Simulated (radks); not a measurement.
Trend from Lu to Hg: ionisation energy by Delta-SCF between NIST ground configurations, and size. Method: Dirac Kohn-Sham, PBE, spin-unpolarised, spherical densities, finite nucleus; open shells fill j = l - 1/2 first; Fermi nuclear charge, rms radius of each element as measured or else 0.836 A^(1/3) + 0.57 fm; computed with a radial shooting solver on a logarithmic mesh with Libxc functionals.

| species | configuration | IE (eV) | NIST (eV) | kind | -e(HOMO) (eV) | outermost | <r> outermost (bohr) | r at 0.001 e/bohr^3 (bohr) |
|---|---|---|---|---|---|---|---|---|
| Lu | [Xe] 4f14 5d1 6s2 | 5.449 | 5.426 | exp. | 1.867 (5d3/2) | 6s1/2 | 3.66 | 5.06 |
| Hf | [Xe] 4f14 5d2 6s2 | 6.697 | 6.825 | exp. | 2.821 (5d3/2) | 6s1/2 | 3.47 | 4.98 |
| Ta | [Xe] 4f14 5d3 6s2 | 8.368 | 7.550 | exp. | 3.740 (5d3/2) | 6s1/2 | 3.32 | 4.89 |
| W | [Xe] 4f14 5d4 6s2 | 8.763 | 7.864 | exp. | 4.648 (5d3/2) | 6s1/2 | 3.20 | 4.79 |
| Re | [Xe] 4f14 5d5 6s2 | 9.157 | 7.834 | exp. | 4.808 (5d5/2) | 6s1/2 | 3.09 | 4.70 |
| Os | [Xe] 4f14 5d6 6s2 | 9.510 | 8.438 | exp. | 5.675 (5d5/2) | 6s1/2 | 2.99 | 4.61 |
| Ir | [Xe] 4f14 5d7 6s2 | 9.833 | 8.967 | exp. | 6.292 (6s1/2) | 6s1/2 | 2.91 | 4.53 |
| Pt | [Xe] 4f14 5d9 6s1 | 9.187 | 8.959 | exp. | 5.603 (5d5/2) | 6s1/2 | 2.94 | 4.36 |
| Au | [Xe] 4f14 5d10 6s1 | 9.420 | 9.226 | exp. | 5.775 (6s1/2) | 6s1/2 | 2.87 | 4.28 |
| Hg | [Hg] | 10.694 | 10.438 | exp. | 6.823 (6s1/2) | 6s1/2 | 2.70 | 4.31 |

Reference values: NIST Atomic Spectra Database (exp. = measured, semi-emp. = semi-empirical, theory = theoretical value adopted there). Spin polarisation and multiplet splitting are left out, so open shells lie too high by an amount that depends on their filling.

Beside tabulated values, note that spin-unpolarised runs miss the spin-polarisation part of the exchange energy of open shells.
